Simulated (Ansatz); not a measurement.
H$_{4}$InO$_{3}$P (`OP(O)[O][InH2]`) at its PBE0-D4/def2-TZVP geometry, where that method's forces vanish. Total charge 0; spin multiplicity 1. In takes the def2 core potential.

| atom | x (Å) | y (Å) | z (Å) |
| --- | --- | --- | --- |
| O1 | 1.0690 | 1.7541 | -1.1178 |
| P2 | 1.3721 | 0.5568 | -0.0719 |
| O3 | -0.0661 | 0.6654 | 0.9281 |
| O4 | 0.8468 | -0.7288 | -0.7866 |
| In5 | -0.8791 | -1.3907 | 0.2235 |
| H6 | 0.3274 | 1.5610 | -1.7072 |
| H7 | 0.0648 | 1.1118 | 1.7701 |
| H8 | -0.4734 | -2.4639 | 1.4855 |
| H9 | -2.2616 | -1.0658 | -0.7236 |

(1) For each bond, give half the difference of the two atoms' forces along it (eV/Å; positive pushes the atoms apart) under PBE-D4, r2SCAN-D4, B3LYP-D4, ωB97M-V in def2-TZVPP. (Best estimate.)

Results:

(1) Ansatz gave: 
```json
{"bond": "O1–P2", "length (Å)": "1.618", "PBE-D4": "0.42", "r2SCAN-D4": "0.14", "B3LYP-D4": "0.19", "ωB97M-V": "0.11"}
{"bond": "O1–H6", "length (Å)": "0.967", "PBE-D4": "0.38", "r2SCAN-D4": "0.04", "B3LYP-D4": "-0.03", "ωB97M-V": "-0.09"}
{"bond": "P2–O3", "length (Å)": "1.755", "PBE-D4": "0.36", "r2SCAN-D4": "0.18", "B3LYP-D4": "0.27", "ωB97M-V": "0.13"}
{"bond": "P2–O4", "length (Å)": "1.562", "PBE-D4": "0.66", "r2SCAN-D4": "0.18", "B3LYP-D4": "0.18", "ωB97M-V": "0.08"}
{"bond": "O3–In5", "length (Å)": "2.321", "PBE-D4": "0.03", "r2SCAN-D4": "0.00", "B3LYP-D4": "0.17", "ωB97M-V": "0.03"}
{"bond": "O3–H7", "length (Å)": "0.962", "PBE-D4": "0.28", "r2SCAN-D4": "0.01", "B3LYP-D4": "-0.09", "ωB97M-V": "-0.08"}
{"bond": "O4–In5", "length (Å)": "2.107", "PBE-D4": "0.21", "r2SCAN-D4": "0.04", "B3LYP-D4": "0.19", "ωB97M-V": "0.01"}
{"bond": "In5–H8", "length (Å)": "1.706", "PBE-D4": "-0.01", "r2SCAN-D4": "-0.04", "B3LYP-D4": "-0.02", "ωB97M-V": "-0.05"}
{"bond": "In5–H9", "length (Å)": "1.707", "PBE-D4": "0.01", "r2SCAN-D4": "-0.03", "B3LYP-D4": "-0.04", "ωB97M-V": "-0.06"}
```

B3LYP here is the variant with VWN-RPA as its local correlation; programs differ in this.
